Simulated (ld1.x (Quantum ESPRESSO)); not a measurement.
**PBE RRKJ dataset for Pt, scalar-relativistic all-electron reference.**

- Element: platinum (Pt)
- Generator: ld1.x (Quantum ESPRESSO) 7.5
- Type: norm-conserving RRKJ (Kleinman–Bylander form)
- Functional: PBE
- Relativity: scalar-relativistic
- Frozen core: [Kr] 4d10 4f14 5s2
- Valence charge: 16
- Reference configuration: 5p6 5d9 6s0 6p0 (charge +1)
- Partial waves: 6s (bound, empty): rc 2.00 bohr; 5p (bound): rc 1.65 bohr; 5d (bound): rc 2.15 bohr
- Local potential: all-electron potential smoothed inside 1.40 bohr (lloc = -2)
- Core correction: Bessel-smoothed model core inside 0.80 bohr
- rho0: 0.001

All-electron outer shells of the reference configuration (PBE, scalar-relativistic, ld1.x):

```csv
shell,level (eV),outermost node (bohr),outermost maximum (bohr)
4f,-78.27,–,0.38
5p,-64.30,0.53,0.98
5d,-14.30,0.57,1.26
6s,-12.88,1.14,2.30
6p,-6.66,1.35,3.10
```

Task: Does the generator finish with these settings?

Result: No. ld1.x (Quantum ESPRESSO) 7.5 stopped with "compute_phi: phi has nodes before r_c": the RRKJ expansion in Bessel functions gave a pseudo-wave with a node inside its radius. Before that it printed "This function has  965 nodes for 0 < r <    2.000".
